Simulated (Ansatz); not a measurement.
`[SiH3][SiH2][SnH3]` + HBr → `[Br][SnH3]` + disilane at 700 K and 1 bar (cleavage of the Sn–Si bond).

Calculated with Ansatz (gas phase, PBE0-D4/def2-TZVP geometries, no zero-point term in ΔE). CCSD(T)/CBS is the MP2 limit (def2-TZVPP, def2-QZVPP) plus CCSD(T) − MP2 in def2-TZVPP, frozen cores. def2 core potentials past Kr. For Br, Sn outer-core shells are correlated without core-valence functions, which leaves a few kJ/mol of doubt a bond. Scalar relativity is left out up to krypton.

| species | CCSD(T)/CBS energy (Eh) | H − E (kJ/mol) | S (J/(mol·K)) |
| --- | --- | --- | --- |
| `[SiH3][SiH2][SnH3]` | -796.96755 | 251.5 | 516.6 |
| HBr | -2573.91920 | 36.5 | 223.7 |
| `[Br][SnH3]` | -2789.16986 | 98.8 | 350.6 |
| `[SiH3][SiH3]` | -581.74359 | 186.9 | 363.0 |

H − E and S are ideal-gas, rigid-rotor, harmonic terms from PBE0-D4/def2-TZVP. 1 Eh = 2625.50 kJ/mol, R = 8.31446 J/(mol·K).

Q: By hand: ΔE, ΔH, ΔS and ΔG.

A: ΔE = (-2789.16986) + (-581.74359) − (-796.96755) − (-2573.91920) = -0.02670 Eh = -70.1 kJ/mol. Δ(H − E) = 98.8 + 186.9 − 251.5 − 36.5 = -2.3, so ΔH = -72.4 kJ/mol. ΔS = 350.6 + 363.0 − 516.6 − 223.7 = -26.7 J/(mol·K). ΔG = -72.4 − 700 × (-26.7)/1000 = -53.7 kJ/mol.

Q: By hand: the equilibrium constant, and the temperature at which ΔG would vanish if ΔH and ΔS stayed fixed.

A: log₁₀ K = −ΔG/(RT ln 10) = 4.0. ΔG = 0 at ΔH/ΔS = 2712 K, far beyond where these terms or the molecules hold.

ΔH outweighs TΔS. A doubt of 5 kJ/mol in ΔE shifts log₁₀ K by 0.4 here. Modes under 60 cm⁻¹, often nearly free rotors, make the harmonic entropy too high. These are equilibria of isolated gas molecules and say nothing of rates. Largest T1 diagnostic: 0.014 (customary marks: 0.02 for closed shells, 0.045 for open ones).
